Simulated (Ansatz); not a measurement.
`[SiH3]O[CH2][ZnH]` and `O[CH2][ZnH]` differ in one atom or group.

Ansatz, PBE0-D4/def2-TZVP geometries, multiplicity 1. Each molecule was computed in one conformer, which needn't be the lowest.

Scalar relativity is left out up to krypton.

| property | `[SiH3]O[CH2][ZnH]` |
| --- | --- |
| LUMO energy (ωB97M-V/def2-TZVPP) / eV | 0.74 |
| size of the dipole moment (B3LYP/def2-TZVPP) / D | 1.16 |
| size of the dipole moment (PBE/def2-TZVPP) / D | 1.08 |
| ideal-gas entropy at 298 K and 1 bar (rigid rotor, harmonic PBE0-D4/def2-TZVP) / J/(mol·K) | 353 |
| size of the dipole moment (ωB97M-V/def2-TZVPP) / D | 1.18 |
| HOMO energy (PBE0/def2-TZVPP) / eV | -7.18 |

Problem. What does the change do to each property? (Best estimate.)

Solution. Ansatz gave: 
```csv
property,`O[CH2][ZnH]`,shift
LUMO energy (ωB97M-V/def2-TZVPP) / eV,0.65,-0.09
size of the dipole moment (B3LYP/def2-TZVPP) / D,1.36,0.20
size of the dipole moment (PBE/def2-TZVPP) / D,1.26,0.18
"ideal-gas entropy at 298 K and 1 bar (rigid rotor, harmonic PBE0-D4/def2-TZVP) / J/(mol·K)",295,-58
size of the dipole moment (ωB97M-V/def2-TZVPP) / D,1.40,0.22
HOMO energy (PBE0/def2-TZVPP) / eV,-6.49,0.69
```

With PBE0 the HOMO rises by 0.69 eV and the LUMO falls by 0.05 eV, so the gap narrows by about 0.74 eV. PBE moves the HOMO by 0.78 eV and ωB97M-V by 0.67 eV. The zero-point energy changes by -40.4 kJ/mol with -9 modes. Dipoles are sizes alone; their direction can turn. Modes under 60 cm⁻¹, often nearly free rotors, make the harmonic entropy too high.

B3LYP here is the variant with VWN-RPA as its local correlation; programs differ in this.
